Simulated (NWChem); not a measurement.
SbBr₃; SMILES [Br][Sb]([Br])[Br]

```xyz
4

Sb     0.0000     0.0000     0.8068
Br     0.8072    -2.0564    -0.4038
Br     1.3773     1.7273    -0.4038
Br    -2.1845     0.3291    -0.4038
```
Atoms are numbered in this order, from 1.

Program: NWChem. Coordinates come from a PBE0/def2-SVP optimisation. No frequency run checked for a minimum. def2 effective core potentials on Sb; no spin-orbit coupling. Ions are spin-unrestricted doublets at the neutral geometry; other ion states weren't tried.

### Question
Estimate the computed values for B3LYP/def2-SVPD. Quantities: −ε(HOMO) (eV).

### Answer
The −ε(HOMO) (eV) comes out as 8.01.
